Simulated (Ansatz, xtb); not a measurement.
Isomers of BHO3S in order of energy

5 gas-phase structures of BHO3S, found in a search over its isomers (lower ones may exist). Each was relaxed with GFN2-xTB; where two conformers were screened, the lower at r2SCAN-D4/def2-SVP is listed:

A. `O=BOSO`, a singlet
B. a singlet given by its coordinates
C. `O=BO[SH]=O`, a singlet
D. a singlet given by its coordinates
E. `O=[S@@]1OB1O`, a singlet

B (Å):

```yaml
atoms:
  - { symbol: B, position_ang: [1.7277, 0.5616, 0.7086] }
  - { symbol: O, position_ang: [0.9042, -0.2500, 0.0562] }
  - { symbol: O, position_ang: [1.8185, 1.9386, 0.5928] }
  - { symbol: O, position_ang: [2.6987, 0.2475, 1.6656] }
  - { symbol: S, position_ang: [3.0433, 1.8942, 1.7493] }
  - { symbol: H, position_ang: [0.9730, -1.1833, 0.2542] }
```

Close contacts (Å): B1–O2 1.33, B1–O3 1.38, B1–O4 1.40, B1–S5 2.14, O3–S5 1.69, O4–S5 1.68, O2–H6 0.96.

D (Å):

```xyz
6

B     2.6601    0.4516    0.3802
O     0.3339    0.8266    2.3548
O     1.9096    1.5915    0.4750
O     1.8464   -0.5607    0.8092
S     0.6150    0.6053    0.9801
H     3.7561    0.3604   -0.0005
```

Close contacts (Å): B1–O3 1.37, B1–O4 1.37, B1–S5 2.14, O2–S5 1.42, O3–S5 1.70, O4–S5 1.70, B1–H6 1.16.

Question: Estimate their order in r2SCAN-D4/def2-SVP energy at these geometries, lowest first.

Answer: Calculated order at r2SCAN-D4/def2-SVP: B (0.0), A (107.7), E (121.9), D (135.0), C (165.2) kJ/mol.

Energies above the lowest of each column, in kJ/mol; the last columns are at PBE0-D3(BJ)/def2-SVP geometries and were run for some of them only (a dash: not run or not comparable):

```csv
structure,GFN2-xTB,HF/STO-3G,r2SCAN-D4/def2-SVP,PBE0-D3(BJ)/def2-SVP,CCSD(T)/def2-SVP + ΔMP2/def2-TZVPP
B,39.9,0.0,0.0,0.0,0.0
A,46.2,188.0,107.7,106.5,99.2
E,142.0,573.6,121.9,–,–
D,0.0,563.3,135.0,–,–
C,35.3,625.7,165.2,–,–
```

CCSD(T)/def2-SVP + ΔMP2/def2-TZVPP puts B lowest of those it was run on; GFN2-xTB picks D. Flexible structures stand in one conformer each, not always the lowest. Frequencies (PBE0-D3(BJ)/def2-SVP) were run for A, B alone. ΔMP2 is the change of the MP2 energy from the smaller to the larger basis.

Over these structures GFN2-xTB departs from r2SCAN-D4/def2-SVP by 66.6 kJ/mol on average once a common shift is removed. A GFN2-xTB relaxation took about 0.65 s and the r2SCAN-D4/def2-SVP energy about 4.9 s on a shared host (Ansatz 0.2.0, xtb 6.7.1).
